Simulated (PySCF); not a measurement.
CH7ClOSi2, SMILES [SiH3]CO[SiH2]Cl.

The structure is a stationary point at PBE0-D3(BJ)/def2-SVP. The structure was generated by enumeration, and PubChem lists no compound with its InChIKey, so it may never have been made. One conformer was computed; it need not be the lowest.

These are TDA-PBE/def2-SVPD in PySCF 2.14.0 values and carry that method's errors.

Vertical excitations. The molecule is in vacuum.

List the lowest excited states. (The exact figures need the calculation; the answer reports its results.)


```tsv
state	energy (eV)	λ (nm)	f	main pairs
S1	6.02	206	0.002	HOMO→LUMO 95 %
S2	6.10	203	0.020	HOMO→LUMO+1 95 %
S3	6.49	191	0.029	HOMO→LUMO+2 95 %
S4	6.82	182	0.006	HOMO−1→LUMO 95 %
S5	6.92	179	0.079	HOMO→LUMO+3 89 %
S6	6.94	179	0.011	HOMO−1→LUMO+1 86 %
S7	7.03	176	0.012	HOMO→LUMO+4 94 %
S8	7.20	172	0.064	HOMO→LUMO+5 92 %
S9	7.23	171	0.006	HOMO→LUMO+6 69 %, HOMO−2→LUMO 17 %
S10	7.25	171	0.002	HOMO−1→LUMO+2 36 %, HOMO−2→LUMO 34 %, HOMO→LUMO+6 27 %
T1	5.74	216	0	HOMO→LUMO 98 %
T2	5.90	210	0	HOMO→LUMO+1 99 %
T3	6.18	200	0	HOMO→LUMO+2 98 %
T4	6.60	188	0	HOMO−1→LUMO 81 %, HOMO→LUMO+3 15 %
```
Triplets are in the Tamm–Dancoff approximation.
